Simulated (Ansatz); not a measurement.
Geometry optimisation, RKS LDA/6-31G* in Ansatz.

Input file:

```yaml
crystal:
  periodic: [false, false, false]
  atoms:
    - { symbol: C, position_ang: [-1.6293, 1.772, 0.6288] }
    - { symbol: B, position_ang: [-0.3912, 1.1142, 0.0154] }
    - { symbol: Si, position_ang: [0.1927, -0.5767, 0.7204] }
    - { symbol: P, position_ang: [0.2614, -2.1027, -0.8657] }
    - { symbol: "N", position_ang: [1.6235, -1.4915, -1.7682] }
    - { symbol: H, position_ang: [-2.553, 1.1607, 0.4992] }
    - { symbol: H, position_ang: [-1.8438, 2.7697, 0.0822] }
    - { symbol: H, position_ang: [-1.4784, 2.0483, 1.6871] }
    - { symbol: H, position_ang: [0.2045, 1.6387, -0.8332] }
    - { symbol: H, position_ang: [1.5968, -0.4265, 1.2722] }
    - { symbol: H, position_ang: [-0.6738, -0.9927, 1.8504] }
    - { symbol: H, position_ang: [0.9676, -3.075, -0.0754] }
    - { symbol: H, position_ang: [2.3595, -1.3436, -1.0884] }
    - { symbol: H, position_ang: [1.3505, -0.5242, -2.0958] }
basis:
  gaussian: { orbitals: "6-31G*" }
hamiltonian:
  xc: lda
relax:
  f_tol: 0.015
  max_steps: 40
```

Command:

```bash
$ ansatz run input.yaml --threads 2 --pin off --max-ram 3072MiB --backend cpu --events-out ev --progress --plain --runs-dir out
```

Where does it end, and by what steps?

The forces met the threshold. After 33 steps the energy has fallen by 0.446 eV; H14 moved furthest, 0.75 Å.

| step | energy less start (eV) | largest force component (eV/Å) | accepted |
| --- | --- | --- | --- |
| 0 | 0.0000 | 2.174 | yes |
| 2 | -0.3788 | 0.933 | yes |
| 4 | -0.4138 | 0.214 | yes |
| 6 | -0.4224 | 0.064 | yes |
| 8 | -0.4243 | 0.049 | yes |
| 10 | -0.4256 | 0.147 | yes |
| 12 | -0.4268 | 0.053 | yes |
| 14 | -0.4276 | 0.034 | yes |
| 16 | -0.4282 | 0.048 | yes |
| 18 | -0.4274 | 0.390 | no |
| 20 | -0.4304 | 0.025 | yes |
| 22 | -0.4279 | 0.488 | no |
| 24 | -0.4403 | 0.077 | yes |
| 26 | -0.4426 | 0.036 | yes |
| 28 | -0.4438 | 0.125 | no |
| 30 | -0.4453 | 0.033 | yes |
| 32 | -0.4458 | 0.033 | yes |
| 33 | -0.4459 | 0.015 | yes |

```xyz
14
Properties=species:S:1:pos:R:3
C -1.718 1.889 0.663
B -0.408 1.236 0.174
Si 0.307 -0.493 0.868
P 0.248 -2.026 -0.829
N 1.667 -1.627 -1.725
H -2.471 1.460 -0.045
H -1.784 2.983 0.518
H -2.062 1.610 1.674
H 0.165 1.725 -0.780
H 1.764 -0.349 1.258
H -0.430 -1.044 2.066
H 0.789 -3.088 -0.020
H 2.460 -1.213 -1.222
H 1.460 -1.092 -2.571
```

Whether the end is a true minimum wasn't checked by a vibrational analysis.

Run time: 43 s on 2 threads of Intel(R) Xeon(R) Platinum 8488C (Sapphire Rapids), on a shared host, peak memory 0.2 GiB.
